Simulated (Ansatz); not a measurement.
Consider the cleavage of the Al–Si bond: `C[SiH]([AlH2])Cl` + `O[SiH](O)Br` → `O[SiH](Br)[O][AlH2]` + `C[SiH2]Cl`.

Isolated molecules relaxed with PBE0-D4/def2-TZVP in Ansatz; ΔE leaves out vibrations. CCSD(T)/CBS is the MP2 limit (def2-TZVPP, def2-QZVPP) plus CCSD(T) − MP2 in def2-TZVPP, frozen cores. Functionals use def2-TZVPP. B3LYP here is the variant with VWN-RPA as its local correlation; programs differ in this. For Br outer-core shells are correlated without core-valence functions, which leaves a few kJ/mol of doubt a bond. Scalar relativity is left out up to krypton. Each species was taken in one conformer, which may not be the lowest.

| level | ΔE (kJ/mol) |
| --- | --- |
| r2SCAN-D4 | -170.8 |
| B3LYP-D4 | -175.3 |
| ωB97X-V | -172.1 |
| B2PLYP | -180.8 |
| PBE0 | -155.8 |
| MP2/def2-TZVPP | -184.4 |
| HF/def2-QZVPP | -198.1 |
| CCSD/CBS(def2) | -177.7 |

What does CCSD(T)/CBS give? (Best estimate.)

Computed: -174.7 kJ/mol. The listed levels differ from it by 3.9, -0.6, 2.6, -6.1, 18.9, -9.7, -23.4, -3.0 kJ/mol.

Largest T1 diagnostic among the species: 0.010.

From PBE to PBE0 (25 % exact exchange), in def2-TZVPP and without D4, ΔE moves by −7.7 kJ/mol. In def2-TZVPP, CCSD(T) changes the Hartree–Fock value by +19.8 kJ/mol (the triples alone add +2.9 kJ/mol) and MP2 by +10.9 kJ/mol.
